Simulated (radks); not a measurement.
Fractional charge and spin in the 3s shell of magnesium: the spin-up occupation runs from 0 to 1 and the spin-down occupation from 0 to 1; the fullest corner is Mg, [Ne] 3s(up 1, down 1). Calculated with a radial shooting solver on a logarithmic mesh with Libxc functionals: non-relativistic Kohn-Sham, PBE, spin-polarised, spherical densities, point nucleus. Energy (eV) minus the two flat planes that join the four corners (they meet along the diagonal where the two added fractions sum to one electron); zero is where a piecewise linear energy would lie.

\begin{tabular}{lrrrrr}
down \ up & 0 & 0.25 & 0.5 & 0.75 & 1 \\ \hline
0 & 0.000 & -0.646 & -0.861 & -0.645 & 0.000 \\
0.25 & -0.646 & -0.752 & -0.457 & 0.254 & -0.551 \\
0.5 & -0.861 & -0.457 & 0.337 & -0.400 & -0.736 \\
0.75 & -0.645 & 0.254 & -0.400 & -0.666 & -0.550 \\
1 & 0.000 & -0.551 & -0.736 & -0.550 & 0.000 \\
\end{tabular}

Corners above the fullest one (they belong to Mg+ and the next ion): (up 1, down 0) 7.612 eV, (up 0, down 1) 7.612 eV, (up 0, down 0) 22.949 eV. With half an added electron in each spin the energy lies 0.337 eV from the planes (fractional-spin error, the static-correlation error of a stretched bond), and with half an added electron in spin up alone -0.861 eV (fractional-charge error). For a frontier s shell over closed shells the exact functional lies on the planes.
